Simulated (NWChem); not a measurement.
System: C2HCl3 cation, doublet; SMILES of the neutral closed-shell parent ClC=C(Cl)Cl

Parts of the log:

```
             Northwest Computational Chemistry Package (NWChem) 7.3.0
             --------------------------------------------------------

 CS  symmetry detected

                             Geometry "geometry" -> ""
                             -------------------------

 Output coordinates in angstroms (scale by  1.889725989 to convert to a.u.)

  No.       Tag          Charge          X              Y              Z
 ---- ---------------- ---------- -------------- -------------- --------------
    1 Cl                  17.0000    -0.36114784    -2.21273584     0.00000000
    2 C                    6.0000    -0.91893003    -0.65636483     0.00000000
    3 C                    6.0000    -0.08455173     0.45523263     0.00000000
    4 Cl                  17.0000     1.59435870     0.31414700     0.00000000
    5 Cl                  17.0000    -0.76155492     1.99955718     0.00000000
    6 H                    1.0000    -1.99726059    -0.50966859     0.00000000

 Effective nuclear repulsion energy (a.u.)     321.5141361481

      Symmetry information
      --------------------

 Group name             Cs
 Group number              2
 Group order               2
 No. of unique centers     6

                                Z-matrix (autoz)
                                --------

 Units are Angstrom for bonds and degrees for angles

      Type          Name      I     J     K     L     M      Value
      ----------- --------  ----- ----- ----- ----- ----- ----------
    1 Stretch                  1     2                       1.65330
    2 Stretch                  2     3                       1.38991
    3 Stretch                  2     6                       1.08826
    4 Stretch                  3     4                       1.68483
    5 Stretch                  3     5                       1.68620
    6 Bend                     1     2     3               123.39068
    7 Bend                     1     2     6               117.46396
    8 Bend                     2     3     4               122.08882
    9 Bend                     2     3     5               119.43592
   10 Bend                     3     2     6               119.14536
   11 Bend                     4     3     5               118.47526
   12 Torsion                  1     2     3     4           0.00000
   13 Torsion                  1     2     3     5         180.00000
   14 Torsion                  4     3     2     6         180.00000
   15 Torsion                  5     3     2     6           0.00000

                           NWChem Geometry Optimization
                           ----------------------------

 maximum gradient threshold         (gmax) =   0.000450
 rms gradient threshold             (grms) =   0.000300
 maximum cartesian step threshold   (xmax) =   0.001800
 rms cartesian step threshold       (xrms) =   0.001200
 fixed trust radius                (trust) =   0.300000
 source of zmatrix                         =   autoz

          -------------------
          Energy Minimization
          -------------------

 Using diagonal initial Hessian
 Scaling for Hessian diagonals: bonds = 1.00  angles = 0.25  torsions = 0.10

          --------
          Step   0

                                 NWChem DFT Module
                                 -----------------

 Summary of "ao basis" -> "ao basis" (spherical)
 ------------------------------------------------------------------------------
       Tag                 Description            Shells   Functions and Types
 ---------------- ------------------------------  ------  ---------------------
 Cl                         def2-svp                 8       18   4s3p1d
 C                          def2-svp                 6       14   3s2p1d
 H                          def2-svp                 3        5   2s1p

      Symmetry analysis of basis
      --------------------------

        a'         63
        a"         24

            General Information
            -------------------
          SCF calculation type: DFT
          Wavefunction type:  spin polarized.
          No. of atoms     :     6
          No. of electrons :    63
           Alpha electrons :    32
            Beta electrons :    31
          Charge           :     1
          Spin multiplicity:     2
          Use of symmetry is: on ; symmetry adaption is: on
          Maximum number of iterations: 150
          AO basis - number of functions:    87
                     number of shells:    39
          Convergence on energy requested:  1.00D-06
          Convergence on density requested:  1.00D-05
          Convergence on gradient requested:  5.00D-04

              XC Information
              --------------
                         PBE0 Method XC Functional
                     Hartree-Fock (Exact) Exchange  0.250
          PerdewBurkeErnzerhof Exchange Functional  0.750
            Perdew 1991 LDA Correlation Functional  1.000 local
           PerdewBurkeErnz. Correlation Functional  1.000 non-local

             Grid Information
             ----------------
          Grid used for XC integration:  medium
          Radial quadrature: Mura-Knowles
          Angular quadrature: Lebedev.
          Tag              B.-S. Rad. Rad. Pts. Rad. Cut. Ang. Pts.
          ---              ---------- --------- --------- ---------
          Cl                  1.00       88          10.0       590
          C                   0.70       49           8.0       434
          H                   0.35       45          10.0       434
          Grid pruning is: on
          Number of quadrature shells:   407
          Spatial weights used:  Erf1

      Superposition of Atomic Density Guess
      -------------------------------------

 Sum of atomic energies:       -1453.71945766

 Renormalizing density from      64.00 to     63

      Non-variational initial energy
      ------------------------------

 Total energy =   -1441.280679
 1-e energy   =   -2606.047245
 2-e energy   =     843.252430
 HOMO         =      -0.490185
 LUMO         =      -0.225766

   Symmetry analysis of molecular orbitals - initial alpha
   -------------------------------------------------------

  Numbering of irreducible representations:

     1 a'          2 a"

  Orbital symmetries:

     1 a'          2 a'          3 a'          4 a'          5 a'
     6 a'          7 a'          8 a'          9 a'         10 a'
    11 a"         12 a'         13 a'         14 a'         15 a"
    16 a'         17 a"         18 a'         19 a'         20 a'
    21 a'         22 a'         23 a'         24 a'         25 a"
    26 a'         27 a"         28 a'         29 a"         30 a'
    31 a'         32 a"         33 a"         34 a'         35 a'
    36 a'         37 a'         38 a'         39 a'         40 a'
    41 a'         42 a'

   Symmetry analysis of molecular orbitals - initial beta
   ------------------------------------------------------

  Numbering of irreducible representations:

     1 a'          2 a"

  Orbital symmetries:

     1 a'          2 a'          3 a'          4 a'          5 a'
     6 a'          7 a'          8 a'          9 a'         10 a'
    11 a"         12 a'         13 a'         14 a'         15 a"
    16 a'         17 a"         18 a'         19 a'         20 a'
    21 a'         22 a'         23 a'         24 a'         25 a"
    26 a'         27 a"         28 a'         29 a"         30 a'
    31 a'         32 a"         33 a"         34 a'         35 a'
    36 a'         37 a'         38 a'         39 a'         40 a'
    41 a'         42 a'

[...]

      ----------------------
      Optimization converged
      ----------------------

  Step       Energy      Delta E   Gmax     Grms     Xrms     Xmax
  ---- ---------------- -------- -------- -------- -------- --------
@    4   -1456.00824092 -2.1D-07  0.00004  0.00001  0.00036  0.00113
                                     ok       ok       ok       ok

                                Z-matrix (autoz)
                                --------

 Units are Angstrom for bonds and degrees for angles

      Type          Name      I     J     K     L     M      Value     Gradient
      ----------- --------  ----- ----- ----- ----- ----- ---------- ----------
    1 Stretch                  1     2                       1.64487    0.00004
    2 Stretch                  2     3                       1.41327    0.00002
    3 Stretch                  2     6                       1.09684   -0.00001
    4 Stretch                  3     4                       1.66189    0.00001
    5 Stretch                  3     5                       1.66605   -0.00000
    6 Bend                     1     2     3               123.01410    0.00001
    7 Bend                     1     2     6               117.74840   -0.00001
    8 Bend                     2     3     4               122.03028   -0.00000
    9 Bend                     2     3     5               118.01542   -0.00000
   10 Bend                     3     2     6               119.23750    0.00001
   11 Bend                     4     3     5               119.95430    0.00001
   12 Torsion                  1     2     3     4           0.00000    0.00000
   13 Torsion                  1     2     3     5         180.00000    0.00000
   14 Torsion                  4     3     2     6         180.00000    0.00000
   15 Torsion                  5     3     2     6           0.00000    0.00000

                         Geometry "geometry" -> "geometry"
                         ---------------------------------

 Output coordinates in angstroms (scale by  1.889725989 to convert to a.u.)

  No.       Tag          Charge          X              Y              Z
 ---- ---------------- ---------- -------------- -------------- --------------
    1 Cl                  17.0000    -0.36337342    -2.20677156     0.00000000
    2 C                    6.0000    -0.92001110    -0.65894528     0.00000000
    3 C                    6.0000    -0.06543092     0.46667690     0.00000000
    4 Cl                  17.0000     1.58967942     0.31675662     0.00000000
    5 Cl                  17.0000    -0.76369405     1.97934279     0.00000000
    6 H                    1.0000    -2.00625633    -0.50689192     0.00000000

 Effective nuclear repulsion energy (a.u.)     322.9106692775

      Symmetry information
      --------------------

 Group name             Cs
 Group number              2
 Group order               2
 No. of unique centers     6

                Final and change from initial internal coordinates
                --------------------------------------------------

                                Z-matrix (autoz)
                                --------

 Units are Angstrom for bonds and degrees for angles

      Type          Name      I     J     K     L     M      Value       Change
      ----------- --------  ----- ----- ----- ----- ----- ---------- ----------
    1 Stretch                  1     2                       1.64487   -0.00843
    2 Stretch                  2     3                       1.41327    0.02337
    3 Stretch                  2     6                       1.09684    0.00857
    4 Stretch                  3     4                       1.66189   -0.02294
    5 Stretch                  3     5                       1.66605   -0.02015
    6 Bend                     1     2     3               123.01410   -0.37658
    7 Bend                     1     2     6               117.74840    0.28444
    8 Bend                     2     3     4               122.03028   -0.05854
    9 Bend                     2     3     5               118.01542   -1.42050
   10 Bend                     3     2     6               119.23750    0.09213
   11 Bend                     4     3     5               119.95430    1.47904
   12 Torsion                  1     2     3     4           0.00000    0.00000
   13 Torsion                  1     2     3     5         180.00000    0.00000
   14 Torsion                  4     3     2     6         180.00000    0.00000
   15 Torsion                  5     3     2     6           0.00000    0.00000

[...]

 Rotational Constants
 --------------------
 A=   0.132112 cm-1  (  0.190076 K)
 B=   0.052864 cm-1  (  0.076058 K)
 C=   0.037756 cm-1  (  0.054322 K)

 Temperature                      =   298.15K
 frequency scaling parameter      =   1.0000

 Zero-Point correction to Energy  =   15.735 kcal/mol  (  0.025075 au)
 Thermal correction to Energy     =   19.059 kcal/mol  (  0.030373 au)
 Thermal correction to Enthalpy   =   19.652 kcal/mol  (  0.031317 au)

 Total Entropy                    =   77.407 cal/mol-K
   - Translational                =   40.480 cal/mol-K (mol. weight = 129.9144)
   - Rotational                   =   28.193 cal/mol-K (symmetry #  =        1)
   - Vibrational                  =    8.734 cal/mol-K

 Cv (constant volume heat capacity) =   16.590 cal/mol-K
   - Translational                  =    2.979 cal/mol-K
   - Rotational                     =    2.979 cal/mol-K
   - Vibrational                    =   10.631 cal/mol-K

[normal modes left out]

 ----------------------------------------------------------------------------
 Normal Eigenvalue ||           Projected Infra Red Intensities
  Mode   [cm**-1]  || [atomic units] [(debye/angs)**2] [(KM/mol)] [arbitrary]
 ------ ---------- || -------------- ----------------- ---------- -----------
    1        0.000 ||    0.000530           0.012         0.517       0.205
    2        0.000 ||    0.003309           0.076         3.226       1.279
    3        0.000 ||    0.004738           0.109         4.618       1.831
    4        0.000 ||    0.004450           0.103         4.339       1.720
    5        0.000 ||    0.003419           0.079         3.333       1.321
    6        0.000 ||    0.007788           0.180         7.593       3.010
    7      152.325 ||    0.004492           0.104         4.379       1.736
    8      182.973 ||    0.001236           0.029         1.205       0.478
    9      298.124 ||    0.000463           0.011         0.451       0.179
   10      414.874 ||    0.001515           0.035         1.477       0.586
   11      479.721 ||    0.003366           0.078         3.281       1.301
   12      679.519 ||    0.029008           0.669        28.278      11.210
   13      808.014 ||    0.017039           0.393        16.611       6.585
   14      978.295 ||    0.165606           3.821       161.441      63.997
   15     1066.746 ||    0.139537           3.219       136.028      53.923
   16     1280.037 ||    0.017965           0.414        17.513       6.942
   17     1458.491 ||    0.007410           0.171         7.224       2.864
   18     3212.715 ||    0.053916           1.244        52.560      20.835
 ----------------------------------------------------------------------------
```

Level: PBE0/def2-SVP, spin-unrestricted. In the optimisation the excess spin sits in a" (Cs, its own frame). The spin multiplicity was typed, not searched, and may not be the lowest.

Q: Write an input that gives this output.

A: Several could match; the one computed here: the input that was run:
```
start job
memory heap 200 mb stack 900 mb global 1100 mb
charge 1
geometry units angstroms
  Cl     2.173141     0.583916    -0.007870
  C      0.993891    -0.574453    -0.038893
  C     -0.364897    -0.283795    -0.006502
  Cl    -0.940286     1.297946     0.068786
  Cl    -1.483260    -1.545223    -0.043043
  H      1.312536    -1.613876    -0.087697
end
basis spherical
  * library def2-svp
end
dft
  odft
  mult 2
  xc pbe0
  iterations 150
end
driver
  maxiter 120
end
task dft optimize
task dft freq
```
